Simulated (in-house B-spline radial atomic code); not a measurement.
Orbital energies and mean radii along the 54-electron series, configuration [Kr] 4d10 4f8. The effective charge is n√(-2ε), a non-relativistic measure. Computed with an all-electron radial atomic-structure program (B-spline basis): Dirac-Hartree-Fock, average of the configuration, finite nuclei.

```
  ion   Z  energy of 4s1/2 (Eh)  mean radius of 4s1/2 (bohr)  energy of 4f5/2 (Eh)  mean radius of 4f5/2 (bohr)  energy of 4d3/2 (Eh)  mean radius of 4d3/2 (bohr)  effective charge of 4s1/2
Tm15+  69               -29.942                       0.4928               -12.239                      0.58789               -19.248                       0.5434                     30.954
Yb16+  70                     ?                            ?                     ?                            ?                     ?                            ?                          ?
Lu17+  71               -34.362                      0.47085               -15.231                      0.54325               -22.781                      0.51498                      33.16
Hf18+  72                     ?                            ?                     ?                            ?                     ?                            ?                          ?
Ta19+  73               -39.117                      0.45043               -18.497                        0.506               -26.594                      0.48928                      35.38
 W20+  74               -41.621                      0.44076               -20.231                      0.48953               -28.604                      0.47734                     36.495
Re21+  75                     ?                            ?                     ?                            ?                     ?                            ?                          ?
Os22+  76               -46.881                       0.4224                 -23.9                      0.46004               -32.829                      0.45509                     38.732
Ir23+  77               -49.639                      0.41368               -25.834                      0.44677               -35.045                      0.44471                     39.855
Pt24+  78               -52.482                      0.40525               -27.833                      0.43433               -37.328                      0.43477                     40.981
Au25+  79               -55.411                       0.3971               -29.899                      0.42264                -39.68                      0.42526                     42.109
Hg26+  80               -58.428                      0.38921               -32.029                      0.41164                 -42.1                      0.41615                      43.24
```

Problem. Fill in the row of Yb16+.

Solution. energy of 4s1/2 (Eh): -32.11; mean radius of 4s1/2 (bohr): 0.48162; energy of 4f5/2 (Eh): -13.7; mean radius of 4f5/2 (bohr): 0.56449; energy of 4d3/2 (Eh): -20.979; mean radius of 4d3/2 (bohr): 0.52882; effective charge of 4s1/2: 32.055.

Problem. Fill in the row of Hf18+.

Solution. energy of 4s1/2 (Eh): -36.697; mean radius of 4s1/2 (bohr): 0.46045; energy of 4f5/2 (Eh): -16.83; mean radius of 4f5/2 (bohr): 0.52383; energy of 4d3/2 (Eh): -24.653; mean radius of 4d3/2 (bohr): 0.50181; effective charge of 4s1/2: 34.268.

Problem. Fill in the row of Re21+.

Solution. energy of 4s1/2 (Eh): -44.208; mean radius of 4s1/2 (bohr): 0.43142; energy of 4f5/2 (Eh): -22.033; mean radius of 4f5/2 (bohr): 0.47426; energy of 4d3/2 (Eh): -30.682; mean radius of 4d3/2 (bohr): 0.46596; effective charge of 4s1/2: 37.612.

Problem. How does the screening of 4s1/2 change?

Solution. Z less the effective charge goes from 38.05 at Z = 69 to 36.76 at Z = 80.
